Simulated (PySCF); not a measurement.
# Computed vibrations of [Gd(CH3)2]+

[Gd(CH3)2]+ (singlet in the valence; each metal's 4f electrons, 7 of them, lie in its core potential, out of spins and levels). PySCF 2.14.0, RKS PBE0, Gd lcecp-1-SVP with ECP53, C def2-SVP, H def2-SVP; non-relativistic Hamiltonian with scalar-relativistic core potentials where named; density fitting; no spin-orbit coupling. Central differences of gradients.

```xyz
9

Gd    0.0070    0.2408   -0.0009
C    -0.0354   -1.2045    1.7647
H    -0.9224   -1.8652    1.7071
H     0.8462   -1.8747    1.7426
H    -0.0520   -0.7091    2.7540
C    -0.0349   -1.2177   -1.7525
H    -0.9312   -1.0782   -2.3891
H     0.8448   -1.0962   -2.4153
H    -0.0419   -2.2667   -1.4031
```

Run from Python with OMP_NUM_THREADS=2. Where DIIS fails, smearing, a level shift and second-order steps follow.
It took 3 min on 2 threads of Arm Neoverse V2, with other jobs on the host.

Task: What are the harmonic wavenumbers and infrared intensities?

Result: Negative numbers are unstable modes, those under 60 cm⁻¹ near the noise; a finer grid moves soft modes by up to 10 cm⁻¹.
```
cm⁻¹  km/mol  symmetry
 -30       –          
  62     0.2          
 126     0.1          
 344     2.8          
 368    45.9          
 382    10.1          
 450     2.4          
 468   102.6          
 499    32.9          
1160     6.1          
1166     6.1          
1370    16.9          
1373    22.2          
1380     9.7          
1384     4.1          
3002    10.2          
3004     6.1          
3099     0.6          
3104     0.0          
3116     0.1          
3122     0.3
```

Task: Is this a minimum?

Result: Probably not: 1 unstable, though so soft as to be near the noise; the lowest moves the atoms so:
```
Gd   0.01  0.00  0.00
C   -0.04  0.00  0.00
H    0.15 -0.24 -0.23
H    0.14  0.24  0.24
H   -0.43  0.00 -0.01
C   -0.04  0.00  0.00
H   -0.26 -0.26  0.26
H   -0.26  0.27 -0.25
H    0.37  0.00 -0.01
```

An lcecp potential fixes the number of 4f electrons, so in runs with it no electron can move into or out of that shell.
